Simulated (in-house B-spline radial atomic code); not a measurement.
**Ionising Te5+ with different functionals**

Computed with a B-spline radial code for spherical atoms: scalar-relativistic (spin-free X2C) Hamiltonian, Fermi nucleus of rms radius 4.7423 fm, spin-polarised at highest spin, spherical fractional occupations for the functionals, and exact exchange of hybrids averaged over the configuration. The ionisation energy is the difference of two self-consistent energies, [Kr] 4d10 5s1 → [Kr] 4d10, without Breit or QED terms; ε is the level of the shell that loses the electron (its least bound occupied spin orbital). There is no spin-orbit coupling in this Hamiltonian.

```json
{"method": "PBE0", "rung": "global hybrid", "ΔSCF (eV)": "70.98", "-ε(5s) (eV)": "66.71"}
{"method": "B3LYP", "rung": "global hybrid", "ΔSCF (eV)": "?", "-ε(5s) (eV)": "?"}
{"method": "TPSSh", "rung": "global hybrid", "ΔSCF (eV)": "?", "-ε(5s) (eV)": "?"}
{"method": "BHandHLYP", "rung": "global hybrid", "ΔSCF (eV)": "70.88", "-ε(5s) (eV)": "67.91"}
{"method": "r2SCAN0", "rung": "global hybrid", "ΔSCF (eV)": "70.58", "-ε(5s) (eV)": "66.86"}
{"method": "B97-1", "rung": "global hybrid", "ΔSCF (eV)": "70.75", "-ε(5s) (eV)": "66.21"}
{"method": "HSE06", "rung": "range-separated hybrid", "ΔSCF (eV)": "71.03", "-ε(5s) (eV)": "66.38"}
{"method": "wB97X", "rung": "range-separated hybrid", "ΔSCF (eV)": "70.20", "-ε(5s) (eV)": "68.93"}
{"method": "CAM-B3LYP", "rung": "range-separated hybrid", "ΔSCF (eV)": "71.45", "-ε(5s) (eV)": "68.51"}
{"method": "LC-wPBE", "rung": "range-separated hybrid", "ΔSCF (eV)": "70.98", "-ε(5s) (eV)": "69.72"}
```

(1) What does TPSSh give?

(2) What does B3LYP give?

(3) Among the functionals, which spreads more, the ΔSCF values or the orbital energies?

(4) How do they compare with the NIST value?

## Answers

(1) ΔSCF 70.75 eV, and -ε(5s) = 65.77 eV.

(2) ΔSCF 71.50 eV, and -ε(5s) = 66.81 eV.

(3) The orbital energies: ΔSCF values span about 1.31 eV and the orbital energies 3.95 eV.

(4) NIST lists 69 eV ± 2 (tabulated theory, ground level to ground level). Errors run from +1.10 to +2.40 eV; all lie within about twice that uncertainty, so the table can't rank the methods.
